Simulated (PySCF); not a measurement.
SMILES [NH2][GaH][F] (H3FGaN), PBE0/def2-SVP optimised geometry.

```
6

Ga     0.29     0.42     0.00
H      1.84     0.42     0.00
F     -0.56     1.96     0.00
N     -0.83    -0.99     0.00
H     -1.84    -0.88     0.00
H     -0.55    -1.96     0.00
```

Density from PBE0/def2-TZVP (PySCF 2.14.0) at that geometry.

Minimum of the electron density along straight lines between bonded atoms, close to the bond critical point (lines longer than 1.1 times the sum of covalent radii, or with two minima, are not listed):

```json
[
 {"bond": "Ga1–H2", "length / Å": "1.547", "ρ at the minimum / e bohr⁻³": "0.120", "∇²ρ there / e bohr⁻⁵": "0.14", "position (fraction from the first atom)": "0.60"},
 {"bond": "Ga1–F3", "length / Å": "1.759", "ρ at the minimum / e bohr⁻³": "0.130", "∇²ρ there / e bohr⁻⁵": "0.84", "position (fraction from the first atom)": "0.49"},
 {"bond": "Ga1–N4", "length / Å": "1.797", "ρ at the minimum / e bohr⁻³": "0.141", "∇²ρ there / e bohr⁻⁵": "0.61", "position (fraction from the first atom)": "0.48"},
 {"bond": "N4–H5", "length / Å": "1.013", "ρ at the minimum / e bohr⁻³": "0.333", "∇²ρ there / e bohr⁻⁵": "-1.65", "position (fraction from the first atom)": "0.74"},
 {"bond": "N4–H6", "length / Å": "1.012", "ρ at the minimum / e bohr⁻³": "0.334", "∇²ρ there / e bohr⁻⁵": "-1.64", "position (fraction from the first atom)": "0.74"}
]
```
